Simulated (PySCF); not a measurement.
C3H9NSi, SMILES C1C[SiH](C1)N. Atoms are numbered in the order given.

```xyz
14

N      2.1197    -0.2369    -0.3346
Si     0.5609     0.3443     0.1106
C     -0.9477     0.3924    -1.0423
C     -1.7742    -0.0667     0.1876
C     -0.6711    -0.7555     1.0341
H      2.2591    -1.0977    -0.8486
H      2.9166     0.3823    -0.4071
H      0.8040     1.6605     0.7794
H     -1.2783     1.3107    -1.5490
H     -0.8903    -0.4139    -1.7937
H     -2.6418    -0.7050    -0.0491
H     -2.1643     0.8127     0.7264
H     -0.7859    -0.7229     2.1271
H     -0.5515    -1.8103     0.7325
```
Charge 0, spin multiplicity 1.

Geometry optimised at PBE0-D3(BJ)/def2-SVP. Other conformers were not sampled.

Calculation: PySCF with TDDFT-PBE/def2-SVPD.

Vertical excitations. 

```json
[
 {"state": "S1", "energy (eV)": "5.61", "λ (nm)": "221", "f": "0.025", "main pairs": "HOMO→LUMO 99 %"},
 {"state": "S2", "energy (eV)": "5.99", "λ (nm)": "207", "f": "0.014", "main pairs": "HOMO→LUMO+1 100 %"},
 {"state": "S3", "energy (eV)": "6.38", "λ (nm)": "194", "f": "0.004", "main pairs": "HOMO−1→LUMO 94 %"},
 {"state": "S4", "energy (eV)": "6.47", "λ (nm)": "192", "f": "0.003", "main pairs": "HOMO→LUMO+3 97 %"},
 {"state": "S5", "energy (eV)": "6.54", "λ (nm)": "190", "f": "0.074", "main pairs": "HOMO→LUMO+2 89 %"},
 {"state": "S6", "energy (eV)": "6.84", "λ (nm)": "181", "f": "0.004", "main pairs": "HOMO−1→LUMO+1 99 %"},
 {"state": "S7", "energy (eV)": "7.07", "λ (nm)": "175", "f": "0.006", "main pairs": "HOMO−2→LUMO 74 %, HOMO→LUMO+4 23 %"},
 {"state": "S8", "energy (eV)": "7.14", "λ (nm)": "174", "f": "0.006", "main pairs": "HOMO→LUMO+4 40 %, HOMO−1→LUMO+2 38 %, HOMO−2→LUMO 20 %"},
 {"state": "S9", "energy (eV)": "7.16", "λ (nm)": "173", "f": "0.009", "main pairs": "HOMO−1→LUMO+2 59 %, HOMO→LUMO+4 34 %"},
 {"state": "S10", "energy (eV)": "7.37", "λ (nm)": "168", "f": "0.038", "main pairs": "HOMO−1→LUMO+3 96 %"},
 {"state": "T1", "energy (eV)": "5.36", "λ (nm)": "231", "f": "0", "main pairs": "HOMO→LUMO 99 %"},
 {"state": "T2", "energy (eV)": "5.91", "λ (nm)": "210", "f": "0", "main pairs": "HOMO→LUMO+1 99 %"},
 {"state": "T3", "energy (eV)": "6.11", "λ (nm)": "203", "f": "0", "main pairs": "HOMO→LUMO+2 98 %"},
 {"state": "T4", "energy (eV)": "6.24", "λ (nm)": "199", "f": "0", "main pairs": "HOMO−1→LUMO 98 %"}
]
```
Triplets are in the Tamm–Dancoff approximation, which puts them higher than full response would, so one can lie above its singlet here.
